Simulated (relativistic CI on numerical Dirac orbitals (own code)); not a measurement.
## Os5+: 4d photoemission

Computed with this model: Dirac-Coulomb-Breit CI, separate exchange-only KLI orbitals for each configuration, QED by a radiative potential, valence Slater integrals scaled by 0.7, multiplet model of photoemission in the sudden approximation; configurations [Xe] 4f14 5d3 → [Kr] 4d9 4f14 5s2 5p6 5d3; 300 K; Lorentzian 3.5 eV and Gaussian 0.6 eV FWHM. Energies are those of the free ion, without screening or charge transfer. The energies are binding energies and can lie tens of eV above those of solids. S is read from ⟨S²⟩ = S(S + 1).

Field parameters in Wybourne normalisation: D3d B²₀ = −7Dσ, B⁴₀ = −14Dq − 21Dτ, B⁴₃ = −14√(10/7) Dq. The field is a parameter set, without covalency.

free ion: ground-state S = 1.35, centroid 362.82 eV. Peaks (eV, height): 356.8 (100), 371.6 (59).

D3d, 10Dq = 44950, Dσ = -460, Dτ = 140 cm⁻¹: ground-state S = 1.45, centroid 363.07 eV. Peaks (eV, height): 357.0 (100), 371.8 (64).

Strongest unbroadened transitions for D3d, 10Dq = 44950, Dσ = -460, Dτ = 140 cm⁻¹:

| Energy (eV) | Relative strength |
| --- | --- |
| 356.78 | 100.0 |
| 356.80 | 77.8 |
| 356.82 | 27.6 |
| 356.96 | 63.9 |
| 357.02 | 28.1 |
| 357.04 | 46.5 |
| 357.13 | 46.2 |
| 357.35 | 28.8 |
| 357.42 | 25.2 |
| 357.44 | 45.9 |
| 371.46 | 27.3 |
| 371.48 | 52.4 |
| 371.50 | 26.3 |
| 371.52 | 37.8 |
| 371.82 | 40.8 |
| 372.09 | 28.0 |
| 372.13 | 22.6 |
| 372.14 | 26.6 |
